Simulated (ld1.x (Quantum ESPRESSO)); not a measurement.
**PBEsol RRKJ dataset for ruthenium (Ru), scalar-relativistic all-electron reference.**

The input file (ld1.x (Quantum ESPRESSO) 7.5):

```
&input
   title='Ru', zed=44., rel=1, dft='PBESOL', iswitch=3,
   config='[Kr] 4d7 5s1 5p0',
   nld=3, rlderiv=2.20, eminld=-8.0, emaxld=5.0, deld=0.04
 /
 &inputp
   pseudotype=2, tm=.false., rho0=0.001, lloc=2,
   nlcc=.true.,
   file_pseudopw='Ru.UPF', file_wfcaegen='ae.wfc', file_wfcncgen='nc.wfc', file_beta='beta', file_chi='chi'
 /
3
4S  1  0   2.00   0.00  1.20  1.20  0.0
4P  2  1   6.00   0.00  1.40  1.40  0.0
4D  3  2   7.00   0.00  2.00  2.00  0.0
 &test
   configts(1)='4s2 4p6 4d7 5s1 5p0'
 /
```

Command:

```bash
ld1.x < Ru.in > Ru.out
```

The program printed (shortened: banner, matrices, multipoles, cross overlaps and the repeated all-electron block are left out):

```
Program LD1 v.7.5
     --------------------------- All-electron run ----------------------------

     Ru
     scalar relativistic calculation

     atomic number is 44.00
     dft =PBESOL   lsd =0 sic =0 latt =0  beta=0.20 tr2=1.0E-14
     Exchange-correlation= PBESOL
                           (   1   4  10   8   0   0   0)
     mesh =1233 r(mesh) = 101.06970 a.u. xmin = -7.00 dx = 0.01250
     1 Ry =  13.60569312 eV, c = 137.03599908

     n l     nl                  e(Ry)          e(Ha)          e(eV)
     1 0     1S 1( 2.00)     -1611.4219      -805.7110    -21924.5120
     2 0     2S 1( 2.00)      -231.7044      -115.8522     -3152.4986
     2 1     2P 1( 6.00)      -207.5575      -103.7788     -2823.9643
     3 0     3S 1( 2.00)       -40.7836       -20.3918      -554.8887
     3 1     3P 1( 6.00)       -32.8500       -16.4250      -446.9467
     4 0     4S 1( 2.00)        -5.6090        -2.8045       -76.3146
     4 1     4P 1( 6.00)        -3.4088        -1.7044       -46.3795
     3 2     3D 1(10.00)       -20.0745       -10.0373      -273.1280
     4 2     4D 1( 7.00)        -0.3834        -0.1917        -5.2165
     5 0     5S 1( 1.00)        -0.3137        -0.1569        -4.2681
     5 1     5P 1( 0.00)        -0.0636        -0.0318        -0.8649

     final scf error:  8.6E-15 reached in  31 iterations

     Etot =   -9056.870064 Ry,   -4528.435032 Ha, -123224.994752 eV

     Ekin =    9364.981604 Ry,    4682.490802 Ha,  127417.065804 eV
     Encl =  -21853.245723 Ry,  -10926.622861 Ha, -297328.555044 eV
     Eh   =    3693.446866 Ry,    1846.723433 Ha,   50251.904628 eV
     Exc  =    -262.052812 Ry,    -131.026406 Ha,   -3565.410140 eV

     normalization and overlap integrals

     s(1S/1S) =  1.000000  <r> =   0.0334  <r2> =    0.0015  r(max) =   0.0216
     s(2S/2S) =  1.000000  <r> =   0.1457  <r2> =    0.0250  r(max) =   0.1229
     s(2P/2P) =  1.000000  <r> =   0.1270  <r2> =    0.0197  r(max) =   0.0981
     s(3S/3S) =  1.000000  <r> =   0.4030  <r2> =    0.1859  r(max) =   0.3600
     s(3P/3P) =  1.000000  <r> =   0.4032  <r2> =    0.1891  r(max) =   0.3555
     s(4S/4S) =  1.000000  <r> =   1.0186  <r2> =    1.1768  r(max) =   0.9193
     s(4P/4P) =  1.000000  <r> =   1.1284  <r2> =    1.4621  r(max) =   0.9785
     s(3D/3D) =  1.000000  <r> =   0.3843  <r2> =    0.1768  r(max) =   0.3022
     s(4D/4D) =  1.000000  <r> =   1.7030  <r2> =    3.6423  r(max) =   1.2102
     s(5S/5S) =  1.000000  <r> =   3.3581  <r2> =   13.0619  r(max) =   2.7273
     s(5P/5P) =  1.000000  <r> =   5.2664  <r2> =   33.5220  r(max) =   3.8702

     ------------------------ End of All-electron run ------------------------

     --------------------- Generating NC pseudopotential ---------------------

      Generating local pot.: lloc=2, matching radius rcloc =   2.0000

      Computing core charge for nlcc:

       r > 0.66 : true rho core
       r < 0.66 : rho core = a sin(br)/r    a=  33.62  b=   4.07

      Integrated core pseudo-charge :   7.96

      Wfc   4S  rcut= 1.210  Estimated cut-off energy=       34.22 Ry
      Using 4 Bessel functions for this wfc, rho(0) = 0.001
      This function has    0 nodes for 0 < r <    1.210

      Wfc   4P  rcut= 1.406  Estimated cut-off energy=       91.13 Ry
      This function has    0 nodes for 0 < r <    1.406

     ------------------- End of pseudopotential generation -------------------

     Computing logarithmic derivative in   2.19149
     Computing logarithmic derivative in   2.19149
     Computing the partial wave expansion
     R is outside the sphere for l=    0 j= 0.00
     R is outside the sphere for l=    1 j= 0.00
       no projector for channel:   2

     ---------------------- Testing the pseudopotential ----------------------

     Ru
     scalar relativistic calculation

     atomic number is 44.00   valence charge is 16.00
     dft =PBESOL   lsd =0 sic =0 latt =0  beta=0.20 tr2=1.0E-14
     mesh =1233 r(mesh) = 101.06970 xmin = -7.00 dx = 0.01250

     n l     nl             e AE (Ry)        e PS (Ry)    De AE-PS (Ry)
     1 0     4S   1( 2.00)       -5.60902       -5.60902       -0.00000
     2 1     4P   1( 6.00)       -3.40883       -3.40883       -0.00000
     3 2     4D   1( 7.00)       -0.38341       -0.38341        0.00000
     2 0     5S   1( 1.00)       -0.31370       -0.30916       -0.00455
     3 1     5P   1( 0.00)       -0.06357       -0.06260       -0.00097

     eps = 4.5E-15  iter = 16

     Etot =   -9056.870064 Ry,   -4528.435032 Ha, -123224.994752 eV
     Etotps =  -207.624547 Ry,    -103.812273 Ha,   -2824.875867 eV

     Ekin =      65.848348 Ry,      32.924174 Ha,     895.912414 eV
     Encl =    -400.468952 Ry,    -200.234476 Ha,   -5448.657662 eV
     Ehrt =     159.829047 Ry,      79.914523 Ha,    2174.584964 eV
     Ecxc =     -40.757616 Ry,     -20.378808 Ha,    -554.535612 eV
     (Ecc =     -18.428961 Ry,      -9.214481 Ha,    -250.738790 eV)
     Epseu=       7.924626 Ry,       3.962313 Ha,     107.820030 eV

     ---------------------- End of pseudopotential test ----------------------
```

ld1.x takes every shell without a wave as core, so the model core holds the 5s electrons as well and exchange and correlation see them twice. This cancels in the reference configuration, but the file is broken for other ones, and its errors say nothing about a proper core correction.

Generation and configuration tests took about 2.7 s on one core of a shared server CPU.
